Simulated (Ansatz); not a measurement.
One change: `CB(C)[SiH2]F` becomes `CB(C)O[SiH3]`.

Ansatz, PBE0-D4/def2-TZVP geometries, multiplicity 1. Each molecule was computed in one conformer, which needn't be the lowest.

```
                                                                                  property  `CB(C)[SiH2]F`
ideal-gas entropy at 298 K and 1 bar (rigid rotor, harmonic PBE0-D4/def2-TZVP) / J/(mol·K)             371
                                            zero-point energy (PBE0-D4/def2-TZVP) / kJ/mol           252.7
                                                         LUMO energy (PBE/def2-TZVPP) / eV           -2.45
                                                       HOMO energy (B3LYP/def2-TZVPP) / eV           -7.49
                                                       LUMO energy (B3LYP/def2-TZVPP) / eV           -1.68
                                            size of the dipole moment (PBE/def2-TZVPP) / D            2.16
```

(1) What does the change do to each property? (An estimate is asked.)

Results:

(1) Computed: 
| property | `CB(C)O[SiH3]` | shift |
| --- | --- | --- |
| ideal-gas entropy at 298 K and 1 bar (rigid rotor, harmonic PBE0-D4/def2-TZVP) / J/(mol·K) | 381 | 10 |
| zero-point energy (PBE0-D4/def2-TZVP) / kJ/mol | 281.3 | 28.6 |
| LUMO energy (PBE/def2-TZVPP) / eV | -0.76 | 1.69 |
| HOMO energy (B3LYP/def2-TZVPP) / eV | -7.89 | -0.40 |
| LUMO energy (B3LYP/def2-TZVPP) / eV | 0.01 | 1.69 |
| size of the dipole moment (PBE/def2-TZVPP) / D | 0.62 | -1.54 |

With PBE0 the HOMO falls by 0.44 eV and the LUMO rises by 1.75 eV, so the gap widens by about 2.19 eV. PBE moves the HOMO by -0.26 eV and ωB97M-V by -0.61 eV. The zero-point energy changes by 28.6 kJ/mol with +3 modes. Dipoles are sizes alone; their direction can turn. Modes under 60 cm⁻¹, often nearly free rotors, make the harmonic entropy too high.

B3LYP here is the variant with VWN-RPA as its local correlation; programs differ in this.
